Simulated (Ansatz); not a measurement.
The same path of ClH3Sn + H3P (9 atoms, charge 0, multiplicity 1) was run twice with different band settings. Lost on the way: Sn1–H2, P6–H9. Made: Sn1–P6, H2–H9.

Computed with RHF/def2-SVP in Ansatz 0.2.0.

Relaxed end points:

```xyz
9
Properties=species:S:1:pos:R:3
Sn -0.333 -0.881 -0.414
H -0.507 -0.907 1.276
H 1.290 -1.013 -0.904
Cl -1.061 1.258 -1.123
H -1.343 -2.007 -1.190
P 1.832 3.724 1.717
H 2.765 2.664 1.660
H 0.966 3.194 0.736
H 1.118 3.206 2.821
```

```xyz
9
Properties=species:S:1:pos:R:3
Sn 0.294 0.487 -0.743
H -0.067 0.108 3.936
H 1.541 -0.276 -1.618
Cl -1.233 1.288 -2.366
H -0.569 -0.617 0.225
P 1.016 2.502 0.594
H 2.106 1.840 1.209
H 1.781 3.068 -0.449
H -0.143 0.837 3.789
```

Common settings: movable images 5; climbing image yes; optimiser quadratic models (default); start path through a guess of the saddle point; force threshold 0.05 eV/Å; iteration limit 60; end points relaxed.

| run | spring |
| --- | --- |
| 1 | 5.0 eV/Å² |
| 2 | 2.0 to 10.0 eV/Å², energy-weighted |

Problem. What does each run give, and how far can it be trusted?

Solution. Run 1: converged after 38 iterations, highest image 3.566 eV above the first end. The profile has 2 maxima (images 3, 5) with wells between them (image 4): this band takes more than one step, which may be the mechanism or a detour left from its start path. A structure lower than the last end lies on the path between it and the top, so the climb from that side starts below the end, which may itself be a saddle point or a shallow side well. Neighbouring images differ by up to 3.4 eV, so the band resolves the path poorly. A vibrational analysis at the climbing image gives one clearly imaginary mode, 2054i cm⁻¹: a first-order saddle point.
Run 2: converged after 39 iterations, highest image 3.564 eV above the first end. A structure lower than the last end lies on the path between it and the top, so the climb from that side starts below the end, which may itself be a saddle point or a shallow side well. Neighbouring images differ by up to 2.4 eV, so the band resolves the path poorly. Another band between the same ends (5 images) ends at a top of the same energy, where a vibrational analysis finds 1 clearly imaginary mode.
The orbitals stay closed-shell, which can raise the energy where a bond breaks towards radicals; this wasn't checked here.
